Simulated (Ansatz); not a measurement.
One geometry of In(H2S)F3 (InH2SF3), several levels of theory.

```yaml
crystal:
  periodic: [false, false, false]
  atoms:
    - {symbol: In, position_ang: [0.323064, -0.231962, -0.978940]}
    - {symbol: S, position_ang: [0.244246, 0.040929, 1.739661]}
    - {symbol: H, position_ang: [-0.263949, 1.180887, 1.130569]}
    - {symbol: H, position_ang: [-0.970850, -0.581546, 1.701798]}
    - {symbol: F, position_ang: [2.158385, -0.414776, -1.654226]}
    - {symbol: F, position_ang: [-0.424362, 1.623230, -0.761217]}
    - {symbol: F, position_ang: [-1.066544, -1.616752, -1.177645]}
basis:
  gaussian: {orbitals: def2-SVP, initial_orbitals: start.molden}
hamiltonian: {xc: pbe, dispersion: d4}
scf: {omitted_lower_state_checks: [starts]}
output: {orbitals: {seedname: orbitals}}
```

The file start.molden holds the orbitals of an earlier run on this structure, at another level or in another basis.

```sh
$ ansatz run in.yaml --threads 4 --pin off --events-out ev --progress --plain --max-ram 3916MiB
```

It prints (some lines left out):

```
Functional definition: PBE
1081 factors; their error is unknown
mean field evaluation 1: about -24171.8734 eV, gradient 2.7e1 eV
mean field evaluation 2: about -24172.4945 eV, gradient 7.4e-1 eV
mean field evaluation 4: about -24172.4482 eV, gradient 6.5e-2 eV
mean field -24172.44817644 eV, -888.3210858102 hartree, gradient 2.5e-5 eV, S^2 0.000000; 0 other end points of the search recorded, 0 dependent functions left out
reference -24172.44822858 eV, -888.3210877266 hartree; 33, 33 occupied and 63, 63 virtual orbitals, 1081 factors
Total energy: -24172.59117120 eV, -888.3263407709 hartree
Checks for a lower state left out: starts
```

It took 0.65 s on 4 threads of Arm Neoverse V2 on a shared host.

Geometry: PBE-D4/def2-SVP.

In the def2 sets In takes a core potential; there is no spin–orbit coupling.
